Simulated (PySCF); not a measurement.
H₂BFO₂, singlet, geometry from GFN2-xTB; DF-B3LYP/6-31G run with PySCF.

Here is a job for PySCF.
```python
from pyscf import gto, scf, dft

mol = gto.Mole()
mol.atom = '''
    B    -0.051595   -0.005556    0.010717
    F     1.269740    0.136724   -0.263732
    O    -0.417608   -0.736012    1.064566
    H     0.299629   -1.120068    1.568313
    O    -0.943826    0.589415   -0.781790
    H    -0.577850    1.090110   -1.510525
'''
mol.basis = '6-31g'
mol.charge = 0
mol.spin = 0
mol.verbose = 4
mol.max_memory = 1800
mol.build()

mf = dft.RKS(mol)
mf.xc = 'b3lyp'
mf = mf.density_fit(auxbasis='def2-universal-jkfit')
mf.kernel()
```

What the program printed (banner, timings and long lists left out):

```
PySCF version 2.14.0

[INPUT] verbose = 4
[INPUT] num. atoms = 6
[INPUT] num. electrons = 32
[INPUT] charge = 0
[INPUT] spin (= nelec alpha-beta = 2S) = 0
[INPUT] symmetry False subgroup None
[INPUT] Mole.unit = angstrom
[INPUT] Symbol           X                Y                Z      unit          X                Y                Z       unit  Magmom
[INPUT]  1 B     -0.051595000000  -0.005556000000   0.010717000000 AA   -0.097500419397  -0.010499318348   0.020252194877 Bohr   0.0
[INPUT]  2 F      1.269740000000   0.136724000000  -0.263732000000 AA    2.399460849405   0.258370914655  -0.498381250284 Bohr   0.0
[INPUT]  3 O     -0.417608000000  -0.736012000000   1.064566000000 AA   -0.789164747427  -1.390861104393   2.011738181524 Bohr   0.0
[INPUT]  4 H      0.299629000000  -1.120068000000   1.568313000000 AA    0.566216748977  -2.116621760889   2.963682047595 Bohr   0.0
[INPUT]  5 O     -0.943826000000   0.589415000000  -0.781790000000 AA   -1.783572649244   1.113832923711  -1.477368986924 Bohr   0.0
[INPUT]  6 H     -0.577850000000   1.090110000000  -1.510525000000 AA   -1.091978241080   2.060009345650  -2.854478554309 Bohr   0.0

nuclear repulsion = 114.995453478427
number of shells = 24
number of NR pGTOs = 96
number of NR cGTOs = 40
basis = 6-31g
ecp = {}

******** <class 'pyscf.df.df_jk.DFRKS'> ********
method = DFRKS
initial guess = minao
damping factor = 0
level_shift factor = 0
DIIS = <class 'pyscf.scf.diis.CDIIS'>
diis_start_cycle = 1
diis_space = 8
diis_damp = 0
SCF conv_tol = 1e-09
SCF conv_tol_grad = None
SCF max_cycles = 50
direct_scf = False
XC library pyscf.dft.libxc version 7.1.2
    S. Lehtola, C. Steigemann, M. J. T. Oliveira, and M. A. L. Marques,  SoftwareX 7, 1–5 (2018)
XC functionals = b3lyp
    P. J. Stephens, F. J. Devlin, C. F. Chabalowski, and M. J. Frisch,  J. Phys. Chem. 98, 11623 (1994)
radial grids:
    Treutler-Ahlrichs [JCP 102, 346 (1995); DOI:10.1063/1.469408] (M4) radial grids

becke partition: Becke, JCP 88, 2547 (1988); DOI:10.1063/1.454033
pruning grids: <function nwchem_prune>
grids dens level: 3
symmetrized grids: False
atomic radii adjust function: <function treutler_atomic_radii_adjust>
small_rho_cutoff = 0
Set gradient conv threshold to 3.16228e-05
Initial guess from minao.
tot grids = 76088
******** <class 'pyscf.df.df.DF'> ********
auxbasis = def2-universal-jkfit
init E= -276.924729011033
  HOMO = -0.446129570779405  LUMO = 0.00914716466082544  gap/eV = 12.38871
cycle= 1 E= -276.228749648347  delta_E= 0.696  |g|= 1.01  |ddm|= 2.36
  HOMO = -0.185587474826265  LUMO = 0.0778882771274212  gap/eV = 7.16954
cycle= 2 E= -276.043683216924  delta_E= 0.185  |g|= 1.44  |ddm|= 1.56
  HOMO = -0.340312415118498  LUMO = 0.0426497892050492  gap/eV = 10.42093
cycle= 3 E= -276.417110564792  delta_E= -0.373  |g|= 0.0875  |ddm|= 0.916
  HOMO = -0.332513851624961  LUMO = 0.0464933232780251  gap/eV = 10.31331
cycle= 4 E= -276.418143940511  delta_E= -0.00103  |g|= 0.0447  |ddm|= 0.084
  HOMO = -0.334842606594139  LUMO = 0.0470696201996561  gap/eV = 10.39236
cycle= 5 E= -276.418457122351  delta_E= -0.000313  |g|= 0.0038  |ddm|= 0.0273
  HOMO = -0.334324225183909  LUMO = 0.0472100832663847  gap/eV = 10.38208
cycle= 6 E= -276.418461400349  delta_E= -4.28e-06  |g|= 0.000541  |ddm|= 0.00508
  HOMO = -0.334438939199998  LUMO = 0.0471526391365376  gap/eV = 10.38364
cycle= 7 E= -276.418461461074  delta_E= -6.07e-08  |g|= 4.43e-05  |ddm|= 0.00047
  HOMO = -0.334441561666121  LUMO = 0.0471540528468015  gap/eV = 10.38375
cycle= 8 E= -276.418461461497  delta_E= -4.23e-10  |g|= 2.11e-06  |ddm|= 4.57e-05
  HOMO = -0.334440978004187  LUMO = 0.0471539373981167  gap/eV = 10.38373
Extra cycle  E= -276.418461461497  delta_E= -2.27e-13  |g|= 2.7e-06  |ddm|= 4.44e-06
converged SCF energy = -276.418461461497
```
